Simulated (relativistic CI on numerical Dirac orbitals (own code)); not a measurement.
Calculated at this level of theory: Dirac-Coulomb-Breit CI, separate exchange-only KLI orbitals for each configuration, model QED, unscaled Slater integrals (own radial code, finite nucleus).

The strongest absorption lines from the ground level of an ion, among the configurations computed and to levels below about 10300 eV (vacuum wavelength in Å, gf): 1.4011 (0.67), 1.6697 (1.1), 1.6701 (1.4), 1.6722 (0.91), 1.6778 (1.6), 1.8301 (1.9), 1.8372 (2.1), 1.8378 (2.5).

(1) Which ion is it?
A. Gd LIV
B. W LXVI
C. Gd LVI
D. Pr LI

## Answers

(1) C. Gd LVI has 9 electrons and the ground level 2s²2p⁵ ²P°3/2; the strongest line goes to 2s²2p⁴3d ²D5/2. The pattern of lines fixes the number of electrons, and along that sequence the line energies rise steadily with the charge (about as its square where n changes within one kind of shell, about linearly where n is kept but much faster in heavy ions where fine structure, which grows about as Z⁴, sets the gap, and irregularly where shells cross), which fixes Z. Configurations outside the model, such as inner-shell arrays, can give stronger lines. At this charge energies of transitions that change n are usually good to better than 1 %, and those within a shell (Δn = 0) to a few per cent.

LS names give the leading component of a level, which can be under half, so a name can repeat, a term be missing and a line seem to break the LS rules.
